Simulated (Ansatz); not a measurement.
A single point on `[CH3][Ga]([Cl])[C]#N`.

```yaml
crystal:
  periodic: [false, false, false]
  atoms:
    - {symbol: C, position_ang: [-1.266003, -0.405572, 0.226969]}
    - {symbol: Ga, position_ang: [0.610564, 0.071370, 0.321538]}
    - {symbol: Cl, position_ang: [1.764539, -0.066939, 2.108415]}
    - {symbol: C, position_ang: [1.644937, 0.722812, -1.187846]}
    - {symbol: N, position_ang: [2.218908, 1.105762, -2.111498]}
    - {symbol: H, position_ang: [-1.632890, -0.727275, 1.200343]}
    - {symbol: H, position_ang: [-1.402167, -1.210959, -0.497789]}
    - {symbol: H, position_ang: [-1.845789, 0.453701, -0.116133]}
basis:
  gaussian: {orbitals: def2-TZVPP}
hamiltonian: {xc: pbe}
correlation: {method: rpa}
```

```sh
$ ansatz run in.yaml --threads 4 --pin off --events-out ev --progress --plain
```

Output, abridged:

```
Functional definition: PBE
1377 factors; integrals over basis functions are off by at most 8.4e-4 eV
mean field evaluation 1: about -68483.0836 eV, gradient 9.0e1 eV
mean field evaluation 2: about -68483.0786 eV, gradient 9.0e1 eV
mean field evaluation 4: about -68481.1888 eV, gradient 8.8e1 eV
mean field evaluation 8: about -68499.1102 eV, gradient 1.2e0 eV
mean field evaluation 16: about -68499.1129 eV, gradient 4.8e-4 eV
mean field -68499.11292925 eV, -2517.2959697837 hartree, gradient 3.5e-6 eV, S^2 0.000000; 0 other end points of the search recorded, 0 dependent functions left out
17 core orbitals not correlated: weight in the atoms' cores, before any rotation towards them, 1.000 or more for the frozen orbitals, at most 0.000 for the correlated occupied ones
reference -68429.84730843 eV, -2514.7505051683 hartree; 18, 18 occupied and 190, 190 virtual orbitals, 1377 factors
Total energy: -68469.09555900 eV, -2516.1928517736 hartree
```

Run time 3.5 s (4 threads of a server CPU on a shared host); peak host memory 0.5 GiB.
